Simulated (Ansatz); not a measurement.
CH5ClO2Sn (`[CH3][Sn]([OH])([OH])[Cl]`). The species carries charge 0 and has multiplicity 1. Sn: def2 effective core potential.

```xyz
10

C    -1.288    0.975    0.523
Sn    0.388   -0.184   -0.012
O    -0.033   -1.990   -0.627
O     1.337    0.716   -1.454
Cl    1.873   -0.524    1.757
H    -0.979    2.015    0.616
H    -1.684    0.616    1.472
H    -2.042    0.879   -0.257
H     0.439   -2.663   -0.128
H     1.989    0.160   -1.888
```

What are the harmonic wavenumbers in cm⁻¹ at PBE0-D4/def2-TZVP (Ansatz, finite differences of forces, unscaled)? (An estimate is asked.)

The calculation gave: 33, 87, 127, 139, 151, 170, 203, 237, 365, 555, 636, 643, 779, 783, 852, 860, 1231, 1446, 1448, 3081, 3185, 3190, 3883, 3887.

Is this a minimum?

Yes, all 24 modes are real.

Give the ideal-gas thermochemistry at 298.15 K and 1 bar (rigid rotor, harmonic oscillator; point group C1, symmetry number 1).

Zero-point energy 167.3 kJ/mol; H(298) − E = 194.1 kJ/mol; entropy 407.7 J/(mol·K), of which translation 175.1, rotation 117.5, vibration 115.0; G(298) − E = 72.5 kJ/mol. Modes under 100 cm⁻¹ are hindered rotations or soft bends, so the harmonic entropy is rough.
